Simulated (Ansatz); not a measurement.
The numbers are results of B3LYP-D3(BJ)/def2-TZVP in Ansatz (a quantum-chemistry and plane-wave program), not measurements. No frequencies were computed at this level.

Ansatz 0.2 input:
```yaml
crystal:
  periodic: [false, false, false]
  atoms:
    - { symbol: O, position_ang: [1.309683, -0.372292, -0.003886] }
    - { symbol: In, position_ang: [-0.585502, -0.03471, 0.014927] }
    - { symbol: H, position_ang: [1.977503, 0.308739, -0.065669] }
    - { symbol: H, position_ang: [-1.210269, 1.547389, -0.088365] }
    - { symbol: H, position_ang: [-1.491415, -1.449126, 0.142992] }
basis:
  gaussian: { orbitals: def2-tzvp }
hamiltonian:
  xc: b3lyp
  dispersion: d3bj
relax:
  max_steps: 150
```

Output:

```
Functional definition: B3LYP
748 factors; their error is unknown
mean field evaluation 1: about -7265.1109 eV, gradient 6.6e1 eV
mean field evaluation 2: about -7198.3953 eV, gradient 1.7e2 eV
mean field evaluation 4: about -7272.2734 eV, gradient 6.5e0 eV
mean field evaluation 8: about -7272.3816 eV, gradient 2.4e-1 eV
mean field -7272.38170754 eV, -267.2550983546 hartree, gradient 4.7e-5 eV, S^2 0.000000; 0 other end points of the search recorded, 0 dependent functions left out
reference -7272.38196460 eV, -267.2551078013 hartree; 16, 16 occupied and 83, 83 virtual orbitals, 748 factors
relax step   1: F+E_penalty+E_count = -7272.48063619 eV  Δ(F+E_penalty+E_count) = +0.000e0 eV  max|allowed force component| = 1.467e0 eV/Å  Δτ_max = 0.0000 Å  (26 SCF iters, accepted)
these checks for a lower state are left out or cut short: starts, cluster_reference, orbital_swaps, neighbouring_geometries, increment
748 factors; their error is unknown
mean field evaluation 16: about -7272.3904 eV, gradient 6.1e0 eV
mean field -7272.46166665 eV, -267.2580367977 hartree, gradient 2.1e-5 eV, S^2 0.000000; 0 other end points of the search recorded, 0 dependent functions left out
reference -7272.46192407 eV, -267.2580462579 hartree; 16, 16 occupied and 83, 83 virtual orbitals, 748 factors
relax step   2: F+E_penalty+E_count = -7272.56017238 eV  Δ(F+E_penalty+E_count) = -7.954e-2 eV  max|allowed force component| = 5.125e-1 eV/Å  Δτ_max = 0.1066 Å  (30 SCF iters, accepted)
these checks for a lower state are left out or cut short: starts, cluster_reference, orbital_swaps, neighbouring_geometries, increment
748 factors; their error is unknown
mean field -7272.48042371 eV, -267.2587261070 hartree, gradient 2.1e-5 eV, S^2 0.000000; 0 other end points of the search recorded, 0 dependent functions left out
reference -7272.48068025 eV, -267.2587355349 hartree; 16, 16 occupied and 83, 83 virtual orbitals, 748 factors
relax step   3: F+E_penalty+E_count = -7272.57908407 eV  Δ(F+E_penalty+E_count) = -1.891e-2 eV  max|allowed force component| = 1.357e-1 eV/Å  Δτ_max = 0.0353 Å  (30 SCF iters, accepted)
these checks for a lower state are left out or cut short: starts, cluster_reference, orbital_swaps, neighbouring_geometries, increment
748 factors; their error is unknown
mean field evaluation 32: about -7272.4844 eV, gradient 2.5e-1 eV
mean field -7272.48451913 eV, -267.2588766110 hartree, gradient 2.1e-5 eV, S^2 0.000000; 0 other end points of the search recorded, 0 dependent functions left out
reference -7272.48477451 eV, -267.2588859962 hartree; 16, 16 occupied and 83, 83 virtual orbitals, 748 factors
relax step   4: F+E_penalty+E_count = -7272.58356362 eV  Δ(F+E_penalty+E_count) = -4.480e-3 eV  max|allowed force component| = 1.715e-1 eV/Å  Δτ_max = 0.0593 Å  (30 SCF iters, accepted)
these checks for a lower state are left out or cut short: starts, cluster_reference, orbital_swaps, neighbouring_geometries, increment
748 factors; their error is unknown
mean field -7272.48512961 eV, -267.2588990457 hartree, gradient 2.1e-5 eV, S^2 0.000000; 0 other end points of the search recorded, 0 dependent functions left out
reference -7272.48538517 eV, -267.2589084373 hartree; 16, 16 occupied and 83, 83 virtual orbitals, 748 factors
relax step   5: F+E_penalty+E_count = -7272.58411441 eV  Δ(F+E_penalty+E_count) = -5.508e-4 eV  max|allowed force component| = 3.445e-2 eV/Å  Δτ_max = 0.0122 Å  (30 SCF iters, accepted)
these checks for a lower state are left out or cut short: starts, cluster_reference, orbital_swaps, neighbouring_geometries, increment
748 factors; their error is unknown
mean field -7272.48517036 eV, -267.2589005433 hartree, gradient 2.1e-5 eV, S^2 0.000000; 0 other end points of the search recorded, 0 dependent functions left out
reference -7272.48542592 eV, -267.2589099348 hartree; 16, 16 occupied and 83, 83 virtual orbitals, 748 factors
relax step   6: F+E_penalty+E_count = -7272.58416212 eV  Δ(F+E_penalty+E_count) = -4.771e-5 eV  max|allowed force component| = 3.581e-3 eV/Å  Δτ_max = 0.0043 Å  (31 SCF iters, accepted)
748 factors; their error is unknown
mean field evaluation 64: about -7272.4456 eV, gradient 8.8e-2 eV
mean field -7272.48517036 eV, -267.2589005433 hartree, gradient 2.1e-5 eV, S^2 0.000000; 1 other end points of the search recorded, 0 dependent functions left out
reference -7272.48542592 eV, -267.2589099348 hartree; 16, 16 occupied and 83, 83 virtual orbitals, 748 factors
Total energy: -7272.58441767 eV, -267.2625478148 hartree
Atom 0 at     1.343329    -0.405210     0.001190 Å, force    -0.001672    -0.003581    -0.000793 eV/Å
Atom 1 at    -0.634397    -0.060463     0.019443 Å, force    -0.000402     0.000326    -0.002136 eV/Å
Atom 2 at     1.874728     0.393744    -0.072864 Å, force    -0.000146     0.002894     0.001193 eV/Å
Atom 3 at    -1.076934     1.597366    -0.095175 Å, force     0.000784    -0.000370     0.000533 eV/Å
Atom 4 at    -1.506727    -1.525436     0.147406 Å, force     0.001436     0.000731     0.001204 eV/Å
Dipole moment:    -0.258649     0.305565    -0.017457 e Å
```

Cost: around 23 core-seconds (rough).
